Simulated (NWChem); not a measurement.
All runs are NWChem calculations. System: C₃H₄N₂, charge 1, spin multiplicity 2, at the geometry of a parent with another charge or spin, in a state set for the comparison that need not be this species' ground state. Its SCF solution wasn't tested for a lower state.

Input file:

```
start mol
memory heap 200 mb stack 900 mb global 1100 mb
charge 1
geometry units angstroms nocenter noautoz
  C     -0.063330    -1.197723     0.000000
  C     -1.126476    -0.267174     0.000000
  N     -0.684480     0.982497     0.000000
  N      0.638753     0.869505     0.000000
  C      1.072494    -0.411993     0.000000
  H     -0.115366    -2.283609     0.000000
  H     -2.198428    -0.463005     0.000000
  H      1.206589     1.706892     0.000000
  H      2.131171    -0.662949     0.000000
  symmetry group Cs
end
basis spherical
  * library def2-tzvp
end
dft
  xc xpbe96 cpbe96
  odft
  mult 2
  semidirect memsize 60000000 filesize 0
  iterations 100
end
task dft energy
```

The output up to the point where the run's verdict is printed (cleaned and shortened):

```
             Northwest Computational Chemistry Package (NWChem) 7.3.0
             --------------------------------------------------------

                                NWChem Input Module
                                -------------------

 Scaling coordinates for geometry "geometry" by  1.889725989
 (inverse scale =  0.529177249)

 Turning off AUTOSYM since
 SYMMETRY directive was detected!

                             Geometry "geometry" -> ""
                             -------------------------

 Output coordinates in angstroms (scale by  1.889725989 to convert to a.u.)

  No.       Tag          Charge          X              Y              Z
 ---- ---------------- ---------- -------------- -------------- --------------
    1 C                    6.0000    -0.06333000    -1.19772300     0.00000000
    2 C                    6.0000    -1.12647600    -0.26717400     0.00000000
    3 N                    7.0000    -0.68448000     0.98249700     0.00000000
    4 N                    7.0000     0.63875300     0.86950500     0.00000000
    5 C                    6.0000     1.07249400    -0.41199300     0.00000000
    6 H                    1.0000    -0.11536600    -2.28360900     0.00000000
    7 H                    1.0000    -2.19842800    -0.46300500     0.00000000
    8 H                    1.0000     1.20658900     1.70689200     0.00000000
    9 H                    1.0000     2.13117100    -0.66294900     0.00000000

 Effective nuclear repulsion energy (a.u.)     163.5365197901

            Nuclear Dipole moment (a.u.)
            ----------------------------
        X                 Y               Z
 ---------------- ---------------- ----------------
     0.0000094486     0.0000056692     0.0000000000

      Symmetry information
      --------------------

 Group name             Cs
 Group number              2
 Group order               2
 No. of unique centers     9

      Symmetry unique atoms

     1    2    3    4    5    6    7    8    9


 Summary of "ao basis" -> "" (spherical)
 ------------------------------------------------------------------------------
[...]
 d= 0,ls=0.5,diis    75   -225.6698484609  4.15D-05  3.00D-05  1.69D-04   251.5
                                                     2.29D-05  1.29D-04
 d= 0,ls=0.5,diis    76   -225.6697755635  7.29D-05  1.11D-05  4.01D-04   254.8
                                                     1.61D-05  2.81D-04
 d= 0,ls=0.5,diis    77   -225.6698339523 -5.84D-05  1.13D-05  2.73D-04   258.2
                                                     1.61D-05  1.96D-04
 d= 0,ls=0.5,diis    78   -225.6698200360  1.39D-05  2.09D-05  3.50D-04   261.5
                                                     1.77D-05  2.47D-04
 d= 0,ls=0.5,diis    79   -225.6699173272 -9.73D-05  1.19D-05  1.32D-04   264.8
                                                     1.58D-05  1.02D-04
 d= 0,ls=0.5,diis    80   -225.6699105489  6.78D-06  6.71D-06  1.92D-04   268.0
                                                     1.39D-05  1.43D-04
 d= 0,ls=0.5,diis    81   -225.6699167503 -6.20D-06  8.65D-06  2.12D-04   271.3
                                                     1.38D-05  1.57D-04
 d= 0,ls=0.5,diis    82   -225.6699655283 -4.88D-05  1.72D-05  1.21D-04   274.7
                                                     1.70D-05  9.47D-05
 d= 0,ls=0.5,diis    83   -225.6699394608  2.61D-05  4.96D-06  2.25D-04   277.9
                                                     1.32D-05  1.67D-04
 d= 0,ls=0.5,diis    84   -225.6699723292 -3.29D-05  2.24D-06  1.69D-04   281.2
                                                     1.27D-05  1.29D-04
 d= 0,ls=0.5,diis    85   -225.6699980278 -2.57D-05  9.04D-06  1.36D-04   284.6
                                                     1.40D-05  1.06D-04
 d= 0,ls=0.5,diis    86   -225.6699964778  1.55D-06  9.98D-06  1.73D-04   287.9
                                                     1.42D-05  1.31D-04
 d= 0,ls=0.5,diis    87   -225.6699911144  5.36D-06  7.75D-06  2.17D-04   291.1
                                                     1.37D-05  1.60D-04
 d= 0,ls=0.5,diis    88   -225.6699903174  7.97D-07  2.94D-06  2.47D-04   294.4
                                                     1.27D-05  1.79D-04
 d= 0,ls=0.5,diis    89   -225.6700163181 -2.60D-05  5.75D-06  2.07D-04   297.7
                                                     1.24D-05  1.51D-04
 d= 0,ls=0.5,diis    90   -225.6700546375 -3.83D-05  3.66D-05  1.39D-04   301.0
                                                     2.58D-05  1.04D-04
 d= 0,ls=0.5,diis    91   -225.6699435094  1.11D-04  3.71D-05  4.55D-04   304.3
                                                     2.51D-05  3.17D-04
 d= 0,ls=0.5,diis    92   -225.6700915655 -1.48D-04  7.12D-06  9.64D-05   307.5
                                                     1.21D-05  7.42D-05
 d= 0,ls=0.5,diis    93   -225.6701206389 -2.91D-05  2.29D-05  5.72D-05   310.7
                                                     1.85D-05  4.78D-05
 d= 0,ls=0.5,diis    94   -225.6700889562  3.17D-05  1.29D-05  1.67D-04   314.0
                                                     1.42D-05  1.22D-04
 d= 0,ls=0.5,diis    95   -225.6700710300  1.79D-05  7.46D-06  2.33D-04   317.3
                                                     1.25D-05  1.64D-04
 d= 0,ls=0.5,diis    96   -225.6700681345  2.90D-06  2.25D-05  2.60D-04   320.6
                                                     1.69D-05  1.80D-04
 d= 0,ls=0.5,diis    97   -225.6701477378 -7.96D-05  4.73D-06  8.13D-05   323.9
                                                     1.08D-05  6.11D-05
 d= 0,ls=0.5,diis    98   -225.6701691846 -2.14D-05  2.12D-06  5.48D-05   327.3
                                                     1.03D-05  4.37D-05
 d= 0,ls=0.5,diis    99   -225.6701831067 -1.39D-05  1.24D-05  4.37D-05   330.9
                                                     1.27D-05  3.63D-05
 d= 0,ls=0.5,diis   100   -225.6701743888  8.72D-06  4.30D-06  8.69D-05   335.3
                                                     1.02D-05  6.60D-05
```

Convergence was not reached. The next line reads: Calculation failed to converge. NWChem stopped with the message: dft energy failed.
